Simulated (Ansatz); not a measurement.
Reaction (substitution at a C–N bond): `BNC(=C)C` + H₂Te → `C=C(C)[TeH]` + `BN`

Computed with Ansatz on PBE0-D4/def2-TZVP structures; ΔE is electronic, products minus reactants. CCSD(T)/CBS adds triple-zeta CCSD(T) − MP2 to the extrapolated MP2 energy (def2 sets, frozen cores). This one scheme is used for every species. DFT in def2-TZVPP. B3LYP here is the variant with VWN-RPA as its local correlation; programs differ in this. def2 core potentials past Kr. For Te outer-core shells are correlated without core-valence functions, which leaves a few kJ/mol of doubt a bond. One conformer a species, not always the lowest.

`BNC(=C)C`:

```xyz
13

B    -1.761   -0.799   -0.598
N    -0.916    0.306   -0.497
C     0.365    0.410    0.061
C     1.014    1.576    0.060
C     0.944   -0.834    0.643
H    -2.822   -0.635   -1.124
H    -1.426   -1.861   -0.171
H    -1.242    1.185   -0.872
H     0.575    2.470   -0.369
H     2.002    1.660    0.489
H     1.936   -0.633    1.042
H     0.312   -1.222    1.446
H     1.019   -1.622   -0.110
```

H₂Te:

Z-matrix (Å, degrees):
```
Te
H 1 1.656
H 1 1.656 2 90.4
```

`C=C(C)[TeH]`:

Cartesian coordinates in Å:
```
C 0.154 1.058 -1.154
C -0.017 0.010 -0.358
C -0.226 0.103 1.115
Te -0.124 -1.915 -1.221
H 0.328 0.966 -2.219
H 0.123 2.064 -0.745
H -0.179 1.145 1.444
H -1.193 -0.316 1.404
H 0.540 -0.462 1.655
H 0.595 -2.653 0.079
```

`BN`:

Z-matrix (Å, degrees):
```
B
N 1 1.385
H 1 1.197 2 119.0
H 1 1.197 2 119.0 3 -180.0
H 2 1.006 1 123.2 3 -0.0
H 2 1.006 1 123.2 3 180.0
```

```json
{"level": "B2PLYP", "ΔE (kcal/mol)": "-0.6"}
{"level": "PBE0", "ΔE (kcal/mol)": "1.0"}
{"level": "B3LYP", "ΔE (kcal/mol)": "0.6"}
{"level": "MP2/def2-TZVPP", "ΔE (kcal/mol)": "-3.1"}
{"level": "CCSD(T)/def2-TZVPP", "ΔE (kcal/mol)": "-1.0"}
{"level": "HF/def2-QZVPP", "ΔE (kcal/mol)": "1.8"}
{"level": "SCS-MP2/def2-QZVPP", "ΔE (kcal/mol)": "-3.1"}
{"level": "HF/CBS(def2)", "ΔE (kcal/mol)": "1.8"}
```

Problem. What does CCSD(T)/CBS give? (An estimate is asked.)

Solution. The calculation gave: -2.0 kcal/mol. The listed levels differ from it by 1.4, 3.0, 2.6, -1.1, 1.0, 3.8, -1.1, 3.8 kcal/mol.

Largest T1 diagnostic among the species: 0.013.

In def2-TZVPP, CCSD(T) changes the Hartree–Fock value by −2.9 kcal/mol (the triples alone add −0.6 kcal/mol) and MP2 by −5.0 kcal/mol.
